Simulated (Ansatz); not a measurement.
`C[O][In]([NH2])[F]` + HCl → `C[O][In]([F])[Cl]` + NH₃ at 700 K and 1 bar (ligand exchange at the In–N bond).

Computed with Ansatz on PBE0-D4/def2-TZVP structures; ΔE is electronic, products minus reactants. CCSD(T)/CBS adds triple-zeta CCSD(T) − MP2 to the extrapolated MP2 energy (def2 sets, frozen cores). This one scheme is used for every species. Elements past krypton have def2 core potentials. For In outer-core shells are correlated without core-valence functions, which leaves a few kJ/mol of doubt a bond. One conformer a species, not always the lowest.

```json
{"species": "`C[O][In]([NH2])[F]`", "CCSD(T)/CBS energy (Eh)": "-460.58406", "H − E (kJ/mol)": "260.0", "S (J/(mol·K))": "508.1"}
{"species": "HCl", "CCSD(T)/CBS energy (Eh)": "-460.38127", "H − E (kJ/mol)": "38.4", "S (J/(mol·K))": "211.8"}
{"species": "`C[O][In]([F])[Cl]`", "CCSD(T)/CBS energy (Eh)": "-864.49222", "H − E (kJ/mol)": "186.9", "S (J/(mol·K))": "493.3"}
{"species": "NH₃", "CCSD(T)/CBS energy (Eh)": "-56.50880", "H − E (kJ/mol)": "116.9", "S (J/(mol·K))": "226.5"}
```

H − E and S are ideal-gas, rigid-rotor, harmonic terms from PBE0-D4/def2-TZVP, for one conformer and one mirror image of each species. 1 Eh = 2625.50 kJ/mol, R = 8.31446 J/(mol·K).

By hand: ΔE, ΔH, ΔS and ΔG.

ΔE = (-864.49222) + (-56.50880) − (-460.58406) − (-460.38127) = -0.03569 Eh = -93.7 kJ/mol. Δ(H − E) = 186.9 + 116.9 − 260.0 − 38.4 = 5.4, so ΔH = -88.3 kJ/mol. ΔS = 493.3 + 226.5 − 508.1 − 211.8 = -0.1 J/(mol·K). ΔG = -88.3 − 700 × (-0.1)/1000 = -88.2 kJ/mol.

By hand: the equilibrium constant, and the temperature at which ΔG would vanish if ΔH and ΔS stayed fixed.

log₁₀ K = −ΔG/(RT ln 10) = 6.6. ΔG = 0 at ΔH/ΔS = 883000 K, far beyond where these terms or the molecules hold.

The number of gas molecules stays the same, so ΔS is small and ΔH decides. A doubt of 5 kJ/mol in ΔE shifts log₁₀ K by 0.4 here. Other conformers and mirror images would add mixing entropy, several J/(mol·K) or more a flexible species. Modes under 60 cm⁻¹, often nearly free rotors, make the harmonic entropy too high. These are equilibria of isolated gas molecules and say nothing of rates. Largest T1 diagnostic: 0.016 (customary marks: 0.02 for closed shells, 0.045 for open ones).
